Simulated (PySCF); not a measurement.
Species: C5H12Se.
Z-matrix (Å and degrees, PBE0-D3(BJ)/def2-SVP geometry), rows numbered from 1:
```
C 
Se  1  1.9401
C   2  1.9565  1   96.33
C   3  1.5256  2  112.51  1  -170.24
C   4  1.5260  3  109.78  2   174.01
C   4  1.5250  3  112.30  2   -61.92
H   1  1.0989  2  110.71  3   -60.00
H   1  1.0982  2  107.24  3  -178.70
H   1  1.0991  2  110.85  3    62.37
H   3  1.1011  2  107.05  1   -48.97
H   3  1.1030  2  108.48  1    67.31
H   4  1.1053  3  107.35  2    56.84
H   5  1.1027  4  110.92  3    62.50
H   5  1.1009  4  111.64  3   -57.68
H   5  1.1009  4  111.00  3  -178.00
H   6  1.1007  4  112.01  3    58.67
H   6  1.1007  4  110.97  3   179.18
H   6  1.1027  4  110.74  3   -61.20
```

The closed-shell ground state was solved at several levels (PySCF, density fitting, gas phase). The calculation is non-relativistic and has no spin–orbit coupling, an omission that weighs most on selenium.

```csv
level,basis functions,HOMO (eV),LUMO (eV),gap (eV),dipole (D)
PBE0/aug-cc-pVDZ,259,-5.93,-0.10,5.83,1.52
PBE0/6-31G*,126,-5.79,0.81,6.60,1.65
LC-wPBE/def2-SVPD,237,-8.59,1.92,10.51,1.54
wB97X-D/def2-SVPD,237,-7.78,1.76,9.54,1.54
PBE0/def2-SVP,162,-5.81,0.70,6.51,1.42
B3LYP/def2-SVPD,237,-5.73,-0.08,5.65,1.45
CAM-B3LYP/def2-SVPD,237,-7.25,0.95,8.20,1.48
LDA/def2-SVPD,237,-4.91,-0.81,4.10,1.49
PBE0/def2-SVPD,237,-5.94,0.17,6.11,1.52
PBE0/def2-TZVP,275,-5.93,0.39,6.32,1.49
HF/def2-SVPD,237,-8.52,2.15,10.67,1.68
PBE/def2-SVPD,237,-4.80,-0.64,4.16,1.44
```

Q: Estimate the row for BHandHLYP/def2-SVPD, a basis of 237 functions; the other rows only guide the guess.

A: HOMO -6.95 eV, LUMO 0.82 eV, gap 7.77 eV, dipole 1.52 D.

Q: Over all these levels, which gives the widest orbital gap and which the narrowest?

A: HF/def2-SVPD (Hartree–Fock, all exact exchange) has the widest, 10.67 eV, and LDA/def2-SVPD (LDA) the narrowest, 4.10 eV. The two share the basis. From the narrowest to the widest the HOMO moves by -3.61 eV and the LUMO by +2.96 eV.

Q: How much does the basis alone move the frontier levels among the 5 PBE0 rows?

A: The HOMO by 0.15 eV and the LUMO by 0.91 eV. By rising basis size (HOMO, LUMO in eV): 6-31G* -5.79, 0.81; def2-SVP -5.81, 0.70; def2-SVPD -5.94, 0.17; aug-cc-pVDZ -5.93, -0.10; def2-TZVP -5.93, 0.39.

Q: In the def2-SVPD basis, how does the gap go with the fixed share of exact exchange?

A: LDA (0 %) 4.10 eV; PBE (0 %) 4.16 eV; B3LYP (20 %) 5.65 eV; PBE0 (25 %) 6.11 eV; BHandHLYP (50 %) 7.77 eV; HF (100 %) 10.67 eV. Each rise in the share widens the gap here.

Q: How far do the dipole and the HOMO energy spread over the levels?

A: The dipole runs from 1.42 to 1.68 D (mean 1.52 D) and the HOMO from -8.59 to -4.80 eV.

One conformer stands for the species.
